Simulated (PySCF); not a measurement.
Geometry (Å), atoms numbered from 1 in this order:
```xyz
19

C    -1.117    2.549    0.661
C    -1.304    1.468    0.149
C    -1.552    0.166   -0.447
C    -2.371   -0.876    0.377
C    -1.359   -1.957   -0.031
F    -0.917   -2.787    0.963
C    -0.433   -0.861   -0.470
C     0.892   -0.797   -0.596
O     1.539    0.327   -0.937
C     2.911    0.365   -0.647
H    -0.942    3.508    1.113
H    -1.990    0.305   -1.452
H    -2.276   -0.676    1.452
H    -3.427   -1.020    0.110
H    -1.715   -2.597   -0.859
H     1.509   -1.692   -0.428
H     3.314    1.278   -1.104
H     3.095    0.401    0.441
H     3.440   -0.508   -1.069
```

Calculated, not measured (PySCF): PBE0-D3(BJ)/def2-SVP structure, σ from GIAO-PBE0/pcSseg-1. In vacuum, non-relativistic Hamiltonian, one computed conformer, rapidly exchanging positions averaged.

Chemical shifts δ = σref − σ; $^{13}$C (σref 184.41) and $^{1}$H (σref 31.27) vs TMS; $^{19}$F (σref 177.25) against CFCl3; $^{17}$O (σref 334.56) vs H2O, all at this level.

```json
{"atoms": "C8", "nucleus": "$^{13}$C", "count": "1", "δ (ppm)": "150.1"}
{"atoms": "H13", "nucleus": "$^{1}$H", "count": "1", "δ (ppm)": "2.13"}
{"atoms": "C10", "nucleus": "$^{13}$C", "count": "1", "δ (ppm)": "59.4"}
{"atoms": "H12", "nucleus": "$^{1}$H", "count": "1", "δ (ppm)": "3.02"}
{"atoms": "C3", "nucleus": "$^{13}$C", "count": "1", "δ (ppm)": "23.3"}
{"atoms": "O9", "nucleus": "$^{17}$O", "count": "1", "δ (ppm)": "93.3"}
{"atoms": "C7", "nucleus": "$^{13}$C", "count": "1", "δ (ppm)": "120.4"}
{"atoms": "H11", "nucleus": "$^{1}$H", "count": "1", "δ (ppm)": "2.02"}
{"atoms": "C2", "nucleus": "$^{13}$C", "count": "1", "δ (ppm)": "86.9"}
{"atoms": "F6", "nucleus": "$^{19}$F", "count": "1", "δ (ppm)": "?"}
{"atoms": "H17/H18/H19", "nucleus": "$^{1}$H", "count": "3", "δ (ppm)": "?"}
{"atoms": "H16", "nucleus": "$^{1}$H", "count": "1", "δ (ppm)": "?"}
{"atoms": "C4", "nucleus": "$^{13}$C", "count": "1", "δ (ppm)": "39.0"}
{"atoms": "H14", "nucleus": "$^{1}$H", "count": "1", "δ (ppm)": "?"}
{"atoms": "C5", "nucleus": "$^{13}$C", "count": "1", "δ (ppm)": "85.9"}
{"atoms": "C1", "nucleus": "$^{13}$C", "count": "1", "δ (ppm)": "?"}
{"atoms": "H15", "nucleus": "$^{1}$H", "count": "1", "δ (ppm)": "5.15"}
```

Fill in the missing shifts.

Answers


- C1: 75.5 ppm, terminal alkyne carbon; sp carbons lie upfield of alkene carbons because the cylindrical π system leaves one tensor component strongly shielded
- H16: 6.25 ppm, hydrogen on an alkene carbon bearing oxygen; a vinylic proton, deshielded by the sp2 carbon and the C=C anisotropy
- H17/H18/H19: 3.59 ppm, hydrogen on a methyl carbon bonded to O; its carbon carries O, an electronegative neighbour
- H14: 2.47 ppm, hydrogen on an sp3 CH2 in a ring
- F6: -184.0 ppm, fluorine on an sp3 carbon

Shifts are as computed. Against solution values, carbons near 30 ppm lie about +2 ppm off and those near 130 ppm about +5 ppm. Of 1309 compounds with measured shifts, 239 miss one by over three times the rms of a fit or turn the order of signals round; such compounds aren't used in these exercises. Unscaled 19F shifts against computed CFCl3 carry errors that often reach 10 to 50 ppm. Experimental scales use liquid or dissolved standards, which lie at an offset from isolated H2O (liquid H2O: subtract about 36 ppm).
